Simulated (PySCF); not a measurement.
Compound: C5H16BN.
Bonds: C1–C2, C2–C3, C3–C4, C3–C5, C3–B6, B6–N7. Hydrogens: H8, H9, H10 on C1; H11, H12 on C2; H13, H14, H15 on C4; H16, H17, H18 on C5; H19, H20 on B6; H21, H22, H23 on N7.

Method: TDDFT CAM-B3LYP/def2-SVPD, vertical, gas phase, core orbitals frozen in the response in PySCF 2.14.0, density-fitted response routines. One conformer (not necessarily the lowest) at the PBE0-D3(BJ)/def2-SVP geometry, without solvent, vibrations or thermal averaging. Torsions of this conformer, `[CH3:1][CH2:2][C:3]([CH3:4])([CH3:5])[BH2-:6][NH3+:7]`: C1–C2–C3–C4 180°, C2–C3–B6–N7 54°.

Broadening: Gaussians 0.3 eV wide at half height, area fixed by f = 4.319×10⁻⁹ ∫ε dν̃. The cross-section is σ = 3.8235×10⁻²¹ ε cm², given in Mb (10⁻¹⁸ cm²). The width is an assumption, not a result. The curve ends short of the highest state used, and states not computed would add to its high-energy end.

| E (eV) | σ (Mb) |
| --- | --- |
| 5.68 | 0.00 |
| 5.71 | 0.01 |
| 5.75 | 0.03 |
| 5.78 | 0.05 |
| 5.82 | 0.11 |
| 5.85 | 0.19 |
| 5.88 | 0.32 |
| 5.92 | 0.56 |
| 5.95 | 0.81 |
| 5.99 | 1.20 |
| 6.02 | 1.51 |
| 6.05 | 1.81 |
| 6.09 | 2.11 |
| 6.12 | 2.23 |
| 6.15 | 2.25 |
| 6.19 | 2.12 |
| 6.22 | 1.98 |
| 6.26 | 1.80 |
| 6.29 | 1.76 |
| 6.32 | 1.82 |
| 6.36 | 2.10 |
| 6.39 | 2.42 |
| 6.42 | 2.77 |
| 6.46 | 3.18 |
| 6.49 | 3.36 |
| 6.53 | 3.34 |
| 6.56 | 3.13 |
| 6.59 | 2.78 |
| 6.63 | 2.18 |
| 6.66 | 1.70 |
| 6.69 | 1.26 |
| 6.73 | 0.77 |
| 6.76 | 0.50 |
| 6.80 | 0.26 |
| 6.83 | 0.15 |
| 6.86 | 0.08 |
| 6.90 | 0.03 |
| 6.93 | 0.02 |
| 6.96 | 0.01 |
| 7.00 | 0.00 |
| 7.03 | 0.01 |
| 7.07 | 0.02 |
| 7.10 | 0.04 |
| 7.13 | 0.07 |

(1) Where are the band maxima, and which computed states make them?

(2) On this curve, what absorbance would a 10⁻³ mol/L sample give at 193 nm over a 1 cm path?

(3) Coming from long wavelengths, where does ε first pass 100 L mol⁻¹ cm⁻¹?

## Answers

(1) 202 nm (6.14 eV), ε about 590, made up of S1 (98%); 190 nm (6.51 eV), ε about 890, made up of S2 (99%) (ε in L mol⁻¹ cm⁻¹; maxima over ε = 5, shares over 10%). At its high-energy end, 7.13 eV, the curve is still rising (ε about 19, from S3). The states used: S1 6.13 eV (f 0.0064); S2 6.51 eV (f 0.0098); S3 7.50 eV (f 0.015); S4 7.56 eV (f 0.0034); S5 7.67 eV (f 0.0092); S6 7.73 eV (f 0.058).

(2) 193 nm is 6.424 eV, where ε is about 740 L mol⁻¹ cm⁻¹, so A = ε c l ≈ 0.74 (Beer–Lambert, with the gas-phase spectrum and the assumed width).

(3) At about 210 nm (5.89 eV), 0.24 eV below S1.
